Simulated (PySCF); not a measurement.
A calculated (r2SCAN, PySCF 2.14, 6-31G*, the non-relativistic Hamiltonian (point nucleus)) atom or ion has these occupied shells.

```
shell  electrons  orbital energy (eV)  rms radius, mean of both spins (bohr)
 1s α          1             -11582.1                                 0.0537
 1s β          1             -11582.0                                 0.0537
 2s α          1              -1471.0                                  0.224
 2s β          1              -1471.0                                  0.224
 2p α          3              -1314.8                                  0.198
 2p β          3              -1314.7                                  0.198
 3s α          1              -199.82                                  0.651
 3s β          1              -199.71                                  0.651
 3p α          3              -146.34                                  0.672
 3p β          3              -146.21                                  0.672
 3d α          5              -52.606                                  0.759
 3d β          5              -52.384                                  0.759
 4s α          1              -24.259                                   2.04
 4s β          1              -21.913                                   2.04
 4p α          2              -14.529                                   2.45
```

(1) Name the element and its charge.

## Answers

(1) As⁺ (arsenic, charge +1), in [Ar] 3d10 4s2 4p2, high-spin 3P determinant.
